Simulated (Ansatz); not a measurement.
PPAsSb tetrahedron (SbAsP₂), relaxed as a singlet with RKS r2SCAN-D4/def2-SVP in Ansatz, starting from the GFN2-xTB geometry. Force threshold 0.02 eV/Å.

In the def2 sets Sb takes a core potential; there is no spin–orbit coupling.

Start:

```xyz
4

P     0.408   -0.303    1.272
P    -0.955   -0.941   -0.277
As    1.135   -0.278   -0.884
Sb   -0.587    1.522   -0.111
```

```json
{"step": "1", "energy (eV)": "-85946.2665", "largest force component (eV/Å)": "1.286", "SCF passes": "28"}
{"step": "2", "energy (eV)": "-85946.3501", "largest force component (eV/Å)": "0.326", "SCF passes": "32"}
{"step": "3", "energy (eV)": "-85946.3602", "largest force component (eV/Å)": "0.072", "SCF passes": "32"}
{"step": "4", "energy (eV)": "-85946.3607", "largest force component (eV/Å)": "0.009", "SCF passes": "33"}
```

Force components are those of the run's own axes.

End:

```xyz
4

P     0.419   -0.306    1.314
P    -0.990   -0.966   -0.288
As    1.155   -0.265   -0.907
Sb   -0.585    1.537   -0.119
```

By distances, no bond broke or formed. The bond that changes most is P1–P2, from 2.16 to 2.23 Å (atoms count from 1).

No frequencies were taken in this run, so the end may be a saddle point.

It took 14 s on 4 threads of Arm Neoverse V1 on a shared host.
